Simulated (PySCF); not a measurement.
BrH3OSiZn, SMILES [SiH3][O][Zn][Br].

The structure is a stationary point at TPSSh-D3(BJ)/def2-SVP. The structure was generated by enumeration; whether it is a known compound was not checked. The values are those of a single conformer.

These are PBE/def2-TZVP (PySCF) values and carry that method's errors.

Gas-phase values at a fixed geometry.

Q: Estimate the frontier levels, gap, dipole moment and polarisability. (The exact figures need the calculation; the answer reports its results.)

A: 
```yaml
highest_occupied_level: -7.04 eV
lowest_empty_level: -2.61 eV
orbital_gap: 4.43 eV
dipole_moment: 0.20 D
quadrupole, principal values (traceless, Buckingham form, about the centre of nuclear charge): -6.33, 2.94, 3.39 D·Å
mean_static_polarisability: 74.4 bohr³ (11.03 Å³)
polarisability_principal_values: 59.0, 59.1, 105.1 bohr³
```
